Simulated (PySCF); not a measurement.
A structure optimised at B3LYP-D3(BJ)/def2-SVP, used in a PySCF frequency run:

```
Mo
O 1 1.6719
S 1 2.1192 2 109.70
Cl 1 2.2767 2 111.05 3 121.75
S 1 2.3295 2 105.37 3 -116.69
H 5 1.3564 1 95.33 2 157.62
```

Q: Write its SMILES and formula.

A: [O]=[Mo](=[S])([SH])[Cl], ClHMoOS2

Q: What are its rotational constants (standard atomic weights)?

A: 1.7235, 1.4872, 1.1125 GHz
